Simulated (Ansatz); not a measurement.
`[BH2][GeH]([CH3])[CH3]`, charge 0, multiplicity 1.

(1) Give a relaxed structure at PBE0-D4/def2-TZVP (Ansatz). (An estimate is asked.)

## Answers

(1) The calculation gave: 
Cartesian coordinates in Å:
```
B 1.1550 1.7508 -0.3191
Ge 0.2369 0.0483 0.3875
C -1.7088 0.2224 0.5700
C 0.6555 -1.5595 -0.6562
H 2.2009 1.6975 -0.8983
H 0.6870 2.8354 -0.1272
H 0.8283 -0.1475 1.8119
H -2.1284 -0.6682 1.0403
H -2.1733 0.3454 -0.4100
H -1.9595 1.0903 1.1815
H 1.7351 -1.6939 -0.7354
H 0.2434 -1.4771 -1.6636
H 0.2280 -2.4438 -0.1811
```
Point group Cs.
This is one stationary point; other conformers may exist.
